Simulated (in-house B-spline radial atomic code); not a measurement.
## Response and correlation of Cs⁻

Closed shell [Xe] 6s2. Computed with a B-spline radial code for spherical atoms: Dirac-Hartree-Fock, relativistic RPA (time-dependent Dirac-Hartree-Fock) for the response and second-order many-body perturbation theory for correlation, no-pair Dirac-Coulomb Hamiltonian, finite nucleus, speed of light scaled by 100 (non-relativistic limit).

```
multipole (bohr³, bohr⁵, bohr⁷)   uncoupled  coupled RPA
                         dipole      1696.1       4167.9
                     quadrupole      251860            ?
                       octupole  9.7707e+07    2.805e+08
```

(1) What is the coupled quadrupole polarisability?

(2) Which subshells carry the dipole polarisability?

(3) What does the dipole shielding factor come to?

Dipole polarisability at imaginary frequency:

```csv
u (Eh),α(iu) (bohr³)
0,4168
0.0177,2136
0.053,570
0.106,183.7
0.177,78.67
0.354,28.91
0.707,12.05
1.77,3.292
```

(4) What dispersion coefficients follow for two such ions (the dispersion part alone)?

Lowest J = 1 odd-parity excitations:

```
energy (eV)  oscillator strength  leading channel  weight
 2.0071e-06             3.07e-23     6s1/2 → p1/2   0.614
```

For an outer ns² shell RPA puts the lowest triplet far too low, and second order misses the ns²-np² near-degeneracy.

Second-order correlation energy by the highest angular momentum of the excited pair (hartree): s -0.02417, p -0.2368, d -0.7795, f -1.312, g -0.4209, h -0.1834, i -0.08392, k -0.04292.

(5) What is the second-order correlation energy at the partial-wave limit?

Answers

(1) 804290 atomic units, +219 % against the uncoupled value.

(2) 6s1/2 100.7 %, 5p3/2 -0.4 %, 5p1/2 -0.2 %.

(3) The dipole shielding factor is 1.018, against the exact N/Z = 56/55 = 1.018 of the non-relativistic theorem.

(4) C6 = (3/π)∫α(iu)²du = 241000 hartree·bohr⁶ and C8 = 2.291e+08 hartree·bohr⁸.

(5) The listed waves sum to -3.0836 hartree; extrapolating the increments as (l + 1/2)⁻⁴ gives -3.1713 hartree, -1.54 eV per electron.
